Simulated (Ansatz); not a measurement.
Geometry optimisation, RKS revPBE/def2-SVP in Ansatz 0.2.0.

The input (input.yaml):

```yaml
crystal:
  periodic: [false, false, false]
  atoms:
    - { symbol: C, position_ang: [-0.9101, -0.4959, 1.3123] }
    - { symbol: B, position_ang: [-0.2176, -0.0851, -0.056] }
    - { symbol: Si, position_ang: [1.5706, 0.6148, -0.0253] }
    - { symbol: B, position_ang: [-0.927, -0.2857, -1.5082] }
    - { symbol: Cl, position_ang: [-0.1853, 0.1068, -3.1269] }
    - { symbol: H, position_ang: [-1.8798, 0.1764, 1.3943] }
    - { symbol: H, position_ang: [-0.2737, -0.2489, 2.1752] }
    - { symbol: H, position_ang: [-1.1929, -1.5094, 1.2862] }
    - { symbol: H, position_ang: [1.6308, 1.9646, -0.5863] }
    - { symbol: H, position_ang: [2.4885, -0.2881, -0.7412] }
    - { symbol: H, position_ang: [2.0578, 0.7073, 1.4016] }
    - { symbol: H, position_ang: [-1.37845, 0.04467, -0.123] }
basis:
  gaussian: { orbitals: def2-SVP }
hamiltonian:
  xc: revpbe
relax:
  f_tol: 0.02
  max_steps: 50
```

Launched with:

```bash
$ ansatz run input.yaml --threads 2 --pin off --max-ram 3072MiB --backend cpu --events-out ev --progress --plain --runs-dir out
```

Task: Where does it end, and by what steps?

Result: It converged. After 24 steps the energy has fallen by 3.693 eV; H9 moved furthest, 1.17 Å.

```csv
step,energy less start (eV),largest force component (eV/Å),accepted
0,0.0000,3.900,yes
1,-1.4974,2.465,yes
2,-2.4473,1.742,yes
3,-3.0193,1.381,yes
4,-3.3212,1.359,yes
5,-3.5237,0.511,yes
6,-3.5557,0.338,yes
7,-3.5518,0.257,no
8,-3.5695,0.087,yes
9,-3.5766,0.081,yes
10,-3.5829,0.096,yes
11,-3.5966,0.285,yes
12,-3.6079,0.349,yes
13,-3.6247,0.448,yes
14,-3.5954,0.481,no
15,-3.6499,0.103,yes
16,-3.6623,0.056,yes
17,-3.6728,0.300,yes
18,-3.6805,0.265,yes
19,-3.6732,0.311,no
20,-3.6881,0.058,yes
21,-3.6901,0.109,yes
22,-3.6918,0.099,yes
23,-3.6930,0.029,yes
24,-3.6933,0.018,yes
```

```xyz
12
Properties=species:S:1:pos:R:3
C -0.967 -0.727 1.397
B -0.386 -0.107 0.046
Si 1.589 0.512 -0.065
B -0.677 0.124 -1.447
Cl -0.842 0.626 -3.090
H -2.066 -0.863 1.349
H -0.727 -0.125 2.297
H -0.518 -1.732 1.548
H 2.006 1.165 -1.360
H 2.444 -0.718 0.117
H 1.917 1.489 1.042
H -0.990 1.056 -0.432
```

Whether the end is a true minimum wasn't checked by a vibrational analysis.

The run took 43 s on 2 threads of Intel(R) Xeon(R) 6975P-C (Granite Rapids), with other jobs on the host, peak memory 0.17 GiB.
